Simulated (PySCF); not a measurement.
# Electronic structure of S²⁺ (sulfur, charge +2) at the r2SCAN level

Configuration: [Ne] 3s2 3p1 4s1, high-spin 3P determinant (an excited configuration). Calculation: PySCF 2.14, in x2c-TZVPPall with one added diffuse shell each of s, p, d type (6s6p4d1f, 51 functions); scalar relativity by spin-free X2C-1e.

* Total energy: -397.2522 hartree
* One-electron energy: -532.5848 hartree
* Hartree (Coulomb) energy: 160.0567 hartree
* Exchange-correlation energy: -24.7241 hartree
* ⟨S²⟩: 2.0071
* ⟨L²⟩: 2.039
* Sum of ⟨r⟩: 12.44 bohr
* Sum of ⟨r²⟩: 27.75 bohr²
* Traceless quadrupole moment −½Σ⟨3z² − r²⟩ along its main axis: -1.33 e·bohr²
* Langevin diamagnetic susceptibility: -22.0 ×10⁻⁶ cm³/mol
* Time after the integrals: 1.6 s of wall time on 1 thread of Neoverse-V1 (shared host)

```tsv
shell	electrons	mean orbital energy (hartree)	spread (hartree)	rms radius, mean of both spins (bohr)
1s α	1	-90.15697	0	0.112
1s β	1	-90.14479	0	0.112
2s α	1	-9.18945	0	0.519
2s β	1	-9.18139	0	0.519
2p α	3	-7.09168	0.00917	0.492
2p β	3	-7.07732	0.02909	0.492
3s α	1	-1.67518	0	1.65
3s β	1	-1.61260	0	1.65
3p α	1	-1.25401	0	1.82
4s α	1	-0.53166	0	4.12
```

The outer electron is Rydberg-like, and this basis confines it to a smaller radius and binds it less than a complete one would.

Densities and radii are taken from the X2C orbitals without a picture-change correction, which distorts them close to the nucleus.
